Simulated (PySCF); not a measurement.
# Worked example: oscillator strength and radiative lifetime

C₂H₈FNSi, SMILES C[C@@H](N)[SiH2]F.

Coordinates come from a PBE0-D3(BJ)/def2-SVP optimisation. The structure was generated by enumeration; whether it is a known compound was not checked. Other conformers were not sampled.

TDA-PBE/def2-SVPD run with PySCF 2.14.0 puts the first singlet state with f over 0.02 at 5.57 eV (vertical), with the transition dipole (-0.133, 0.342, -0.140) in atomic units.

Problem. Find the oscillator strength, the wavelength and the radiative lifetime that this transition would have in vacuum if emission retraced absorption.

Solution. 
|μ|² = 0.1543 au, so |μ| = 1.00 D. ΔE = 5.57/27.211 = 0.2047 hartree. f = (2/3) ΔE |μ|² = 0.021 (the program prints 0.021).
λ = 1239.84/5.57 = 223 nm; ν = 44925 cm⁻¹.
Einstein's coefficient A = 0.6670 ν² f s⁻¹ (ν in cm⁻¹) = 2.8e7 s⁻¹, so τ = 1/A = 35 ns. This state is S2; the lower singlet has f = 0.007. The figure is the radiative limit of this one transition; relaxation, internal conversion, crossing to triplets and a medium change what is measured.
